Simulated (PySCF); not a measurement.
C6H6S.
InChI=1S/C6H6S/c1-2-6-3-4-7-5-6/h2-5H,1H2

Torsions of this conformer, `[CH2:1]=[CH:2][c:3]1[cH:4][cH:5][s:6][cH:7]1`: C1–C2–C3–C4 0°.

The closed-shell ground state was solved at several levels (PySCF, density fitting, gas phase, non-relativistic). Isolated species at its GFN2-xTB geometry (one conformer only).

| level | basis functions | total energy (Eh) | HOMO (eV) | LUMO (eV) | gap (eV) | dipole (D) |
| --- | --- | --- | --- | --- | --- | --- |
| CAM-B3LYP/def2-SVPD | 195 | -629.9971 | -7.65 | 0.26 | 7.91 | 0.32 |
| PBE0/pcSseg-1 | 156 | -629.9398 | -6.49 | -0.78 | 5.71 | 0.29 |

Task: Estimate the row for PBE0/def2-SVPD, a basis of 195 functions; the other rows only guide the guess.

Result: Total energy -629.7118 Eh, HOMO -6.50 eV, LUMO -0.82 eV, gap 5.68 eV, dipole 0.34 D.

Task: Over all these levels, which gives the widest orbital gap and which the narrowest?

Result: CAM-B3LYP/def2-SVPD (range-separated hybrid) has the widest, 7.91 eV, and PBE0/def2-SVPD (global hybrid, 25 % exact exchange) the narrowest, 5.68 eV. The two share the basis. From the narrowest to the widest the HOMO moves by -1.15 eV and the LUMO by +1.08 eV.

Task: How far do the dipole and the HOMO energy spread over the levels?

Result: The dipole runs from 0.29 to 0.34 D (mean 0.32 D) and the HOMO from -7.65 to -6.49 eV.
